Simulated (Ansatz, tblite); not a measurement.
Spin states of Cu3 (the lowest doublet isomer of a short search), each relaxed with r2SCAN-D4/def2-TZVP in Ansatz. Electronic energies in the gas phase.

The xTB rows come from tblite. B3LYP takes the VWN-RPA correlation. HSE06 is defined as in plane-wave codes, on full-range PBE exchange. Correlated methods freeze 27 core orbitals. In CCSD on the charge 0 quartet the largest single amplitude is 0.39, so its Hartree–Fock determinant may place the open shell otherwise than the density functionals do. HOMO above LUMO, or a gap near zero within one spin, warns that the state may not be the lowest or that an electron is smeared out. The structure comes from a short search, and lower isomers may exist.

Doublet geometry (C2v within 0.1 Å):

Cartesian coordinates in Å:
```
Cu 1.2616 0.1759 0.1309
Cu -0.7625 -0.0665 1.1692
Cu -0.4991 -0.1094 -1.3001
```

Quartet geometry (D3h within 0.1 Å):

Cartesian coordinates in Å:
```
Cu 0.194 1.070 0.809
Cu -1.239 -0.270 -0.482
Cu 1.045 -0.801 -0.327
```

⟨S²⟩: doublet 0.76 at PBE0-D4/def2-TZVP (pure 0.75), quartet 3.78 at PBE0-D4/def2-TZVP (pure 3.75).

Run but left out: HF/6-31G, HF/def2-TZVP, MP2/def2-TZVP (quartet: a determinant that CCSD turns far, T1 0.084).

Only these spin states were relaxed.

Second-order perturbation terms are unreliable where d shells bring near-degenerate states, and here PBE-QIDH/def2-TZVP lies more than 0.4 eV from the median of the functionals without such a term.

(1) Estimate which spin state lies lowest at each of these levels, and by how much: GFN1-xTB; GFN2-xTB; LDA (SPW92)/def2-TZVP; PBE-D4/def2-TZVP; r2SCAN-D4/def2-TZVP; B3LYP-D4/def2-TZVP; PBE0-D4/def2-TZVP; HSE06-D4/def2-TZVP; PBE-QIDH/def2-TZVP; RPA@PBE/def2-TZVP; CCSD/def2-TZVP; CCSD(T)/def2-TZVP.

Answers

(1) 
| level | quartet − doublet (kJ/mol) | lowest of these | remarks |
| --- | --- | --- | --- |
| GFN1-xTB | 170.1 | doublet | – |
| GFN2-xTB | 387.3 | doublet | – |
| LDA (SPW92)/def2-TZVP | 185.3 | doublet | gap within one spin near zero (doublet), gap within one spin near zero (quartet) |
| PBE-D4/def2-TZVP | 166.7 | doublet | – |
| r2SCAN-D4/def2-TZVP | 149.5 | doublet | – |
| B3LYP-D4/def2-TZVP | 209.4 | doublet | – |
| PBE0-D4/def2-TZVP | 213.1 | doublet | – |
| HSE06-D4/def2-TZVP | 212.9 | doublet | – |
| PBE-QIDH/def2-TZVP | 276.2 | doublet | – |
| RPA@PBE/def2-TZVP | 116.6 | doublet | – |
| CCSD/def2-TZVP | 234.3 | doublet | large T1 (0.084) (quartet) |
| CCSD(T)/def2-TZVP | 259.3 | doublet | large T1 (0.084) (quartet) |

Change of the quartet − doublet gap on mixing in exact exchange, in kJ/mol: PBE to PBE0 (25 % exact exchange) 46.3. The xTB methods have no spin-polarisation term.
